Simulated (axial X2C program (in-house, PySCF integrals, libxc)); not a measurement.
**Outer orbitals of GeSe at 2.140 Å, PBE50**

All values were computed with an in-house relativistic program for diatomic molecules. Spin-free means the one-electron spin-free X2C Hamiltonian; two-component (2c) means X2C with spin–orbit coupling and atomic mean-field two-electron Coulomb and Gaunt terms, so the difference of the two also holds small scalar two-electron terms. Basis: Se dyall-v3z [8s9p6d1f], Ge dyall-v3z [9s9p7d1f] (cores contracted in-house); Gaussian nuclei, density fitting, unrestricted open shells. Masses: Se 79.917 u, Ge 73.921 u.

The distance is close to the 2c PBE0 minimum; the highest filled and lowest empty levels are listed.

Spin-free orbitals, state M_S = 0, Λ = 0 (closed shell) (Löwdin shares):

```csv
symmetry,occupied,ε (eV),atomic character
σα,yes,-21.55,"66% Se s, 16% Ge s, 10% Ge p"
σα,yes,-14.43,"54% Ge s, 27% Se p, 13% Se s"
σα,yes,-8.76,"42% Se p, 40% Ge p, 14% Ge s"
π-α,yes,-8.52,"71% Se p, 23% Ge p, 4% Ge d"
π+α,yes,-8.52,"71% Se p, 23% Ge p, 4% Ge d"
π-α,no,-1.75,"70% Ge p, 19% Se p, 5% Se d"
π+α,no,-1.75,"70% Ge p, 19% Se p, 5% Se d"
σα,no,1.19,"58% Ge p, 18% Ge d, 11% Se p"
σα,no,2.87,"77% Ge s, 10% Se d, 6% Se s"
```

One partner of each degenerate Kramers or spin pair is listed.

Spinors with spin–orbit coupling (state Ω = 0):

```csv
ω,occupied,ε (eV),atomic character,λ mixture
1/2,yes,-21.55,"66% Se s, 16% Ge s, 10% Ge p",100% σ
1/2,yes,-14.43,"54% Ge s, 27% Se p, 13% Se s",100% σ
1/2,yes,-8.82,"50% Se p, 34% Ge p, 12% Ge s","78% σ, 22% π"
1/2,yes,-8.59,"64% Se p, 28% Ge p, 4% Ge d","78% π, 22% σ"
3/2,yes,-8.41,"70% Se p, 24% Ge p, 4% Ge d",100% π
1/2,no,-1.81,"71% Ge p, 18% Se p, 5% Se d",100% π
3/2,no,-1.68,"70% Ge p, 20% Se p, 5% Se d",100% π
1/2,no,1.20,"58% Ge p, 18% Ge d, 11% Se p",100% σ
1/2,no,2.87,"77% Ge s, 10% Se d, 6% Se s",100% σ
```

One partner of each degenerate Kramers or spin pair is listed.

How does the gap between the highest filled and lowest empty level change from the spin-free to the 2c table?

From 6.77 to 6.60 eV at PBE50, a change of -0.17 eV.

Mulliken charges and populations of the two-component result (they depend on the basis, above all on diffuse functions):

Se -0.26 e (s 7.90 p 16.31 d 10.05 f 0.01), Ge 0.26 e (s 7.91 p 13.69 d 10.12 f 0.02).

The state is one determinant whose occupation by symmetry is held fixed; it was picked as the lowest of a PBE0 search that is not exhaustive.
